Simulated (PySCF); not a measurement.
C₄H₁₁OPSi.
Geometry (GFN2-xTB, Å), atoms numbered from 1 in this order:
```xyz
18
C4H11OPSi angstrom
C      2.0869   -0.5637    0.7979
O      0.7063   -0.3549    0.6660
C      0.2839    0.0961   -0.6016
C      0.3940    1.6197   -0.7775
P     -1.4067    1.8531   -0.2942
C     -1.2415    0.0038   -0.5898
Si    -1.8339   -1.2274    0.7355
H      2.2479   -0.9458    1.8040
H      2.4468   -1.2980    0.0665
H      2.6517    0.3667    0.6685
H      0.7902   -0.4886   -1.3883
H      0.5671    1.9018   -1.8173
H      1.1269    2.1164   -0.1430
H     -1.1480    1.7780    1.0831
H     -1.6381   -0.2328   -1.5798
H     -1.1732   -2.5090    0.4910
H     -3.2811   -1.3830    0.5379
H     -1.5880   -0.7260    2.0829
```

Computed with TDDFT CAM-B3LYP/def2-SVPD, vertical, gas phase, core orbitals frozen in the response (PySCF).

Ground-to-excited transition dipoles (e·a0, same axes as the geometry; the sign carries no meaning), for the states with f of 0.002 or more among the lowest 7:

| state | E (eV) | μx | μy | μz |
| --- | --- | --- | --- | --- |
| S1 | 5.796 | 0.420 | 0.399 | -0.108 |
| S2 | 6.398 | 0.044 | 0.167 | 0.265 |
| S3 | 6.891 | 0.370 | -0.680 | 0.110 |
| S4 | 7.080 | 0.111 | -0.235 | -0.318 |
| S5 | 7.216 | -0.192 | 0.311 | 0.125 |
| S6 | 7.304 | -0.283 | 0.395 | 0.004 |
| S7 | 7.402 | 0.116 | 0.067 | -0.168 |

Task: Work out the oscillator strengths.

Result: f = (2/3) ΔE |μ|² with ΔE in hartree (27.2114 eV).

| state | \|μ\|² (au) | \|μ\| (D) | f |
| --- | --- | --- | --- |
| S1 | 0.347 | 1.50 | 0.049 |
| S2 | 0.100 | 0.80 | 0.016 |
| S3 | 0.612 | 1.99 | 0.103 |
| S4 | 0.168 | 1.04 | 0.029 |
| S5 | 0.149 | 0.98 | 0.026 |
| S6 | 0.236 | 1.23 | 0.042 |
| S7 | 0.046 | 0.55 | 0.008 |

Task: What angle do the transition dipoles of S2 and S6 make?

Result: |cos θ| = |μa·μb| / (|μa| |μb|) = 0.35, so θ ≈ 69° (taken between 0 and 90°, since the signs are arbitrary).

Task: What peak molar absorption coefficient would the strongest computed level give as a lone Gaussian band 0.5 eV wide at half height?

Result: ε(max) = 2.175×10⁸ f / FWHM, with the width in cm⁻¹. S3: 2.175×10⁸ × 0.1033 / 4033 ≈ 5600 L mol⁻¹ cm⁻¹.

On one thread of an x86-64 server, shared host, this took 51 s wall.

One conformer stands for the species.

Without π bonds the low states may be Rydberg-like; a valence basis with one diffuse set may place them up to an eV too high.
